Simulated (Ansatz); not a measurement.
Relaxation of AlB$_{2}$H$_{7}$O$_{2}$Si (13 atoms, charge 0, multiplicity 1), to a largest force component of 0.02 eV/Å in at most 40 steps.

Level of theory: Ansatz, UKS PBE0/STO-3G.

```xyz
13
Properties=species:S:1:pos:R:3
B -2.038 0.737 -0.540
B -0.476 1.050 -0.808
Si 0.810 -0.261 -0.262
O 0.618 -1.744 -1.046
O 2.418 0.287 -0.666
Al 0.703 -0.548 2.089
H -2.854 1.588 -0.890
H -2.405 -0.194 -0.028
H -0.114 2.067 -1.291
H -0.339 -2.046 -0.686
H 2.424 0.309 -1.617
H -0.645 -1.060 2.760
H 1.917 -0.218 2.998
```

Problem. Where does it end, and by what steps?

Solution. The forces met the threshold. The force dipped under the threshold on the way, but the program's further checks kept it going. Limits of this set-up: minimal basis. After 22 steps the energy has fallen by 1.573 eV; H7 moved furthest, 1.25 Å.

| step | energy less start (eV) | largest force component (eV/Å) | accepted |
| --- | --- | --- | --- |
| 0 | 0.0000 | 4.323 | yes |
| 1 | -0.7060 | 0.913 | yes |
| 2 | -0.8622 | 1.283 | yes |
| 3 | -1.0820 | 1.022 | yes |
| 4 | -1.2801 | 0.799 | yes |
| 5 | -1.4240 | 0.677 | yes |
| 6 | -1.4888 | 0.458 | yes |
| 7 | -1.5252 | 0.407 | yes |
| 8 | -1.5475 | 0.319 | yes |
| 9 | -1.5581 | 0.348 | yes |
| 10 | -1.5660 | 0.180 | yes |
| 11 | -1.5649 | 0.159 | no |
| 12 | -1.5682 | 0.092 | yes |
| 13 | -1.5706 | 0.062 | yes |
| 14 | -1.5713 | 0.052 | yes |
| 15 | -1.5718 | 0.053 | yes |
| 16 | -1.5722 | 0.046 | yes |
| 17 | -1.5725 | 0.047 | yes |
| 18 | -1.5727 | 0.052 | yes |
| 19 | -1.5730 | 0.044 | yes |
| 20 | -1.5731 | 0.017 | yes |
| 21 | -1.5731 | 0.026 | no |
| 22 | -1.5732 | 0.005 | yes |

```xyz
13
Properties=species:S:1:pos:R:3
B -2.079 0.841 -0.666
B -0.529 1.150 -0.530
Si 0.791 -0.283 -0.179
O 0.475 -1.701 -1.126
O 2.387 0.117 -0.691
Al 0.862 -0.571 2.121
H -2.588 0.686 -1.715
H -2.773 0.665 0.267
H -0.083 2.237 -0.512
H -0.516 -1.877 -0.988
H 2.345 0.015 -1.702
H 0.000 -1.621 2.760
H 1.728 0.308 2.975
```

Whether the end is a true minimum wasn't checked by a vibrational analysis.

Run time: 2.3 min on 1 thread of Arm Neoverse V1 (shared host), peak memory 0.18 GiB.
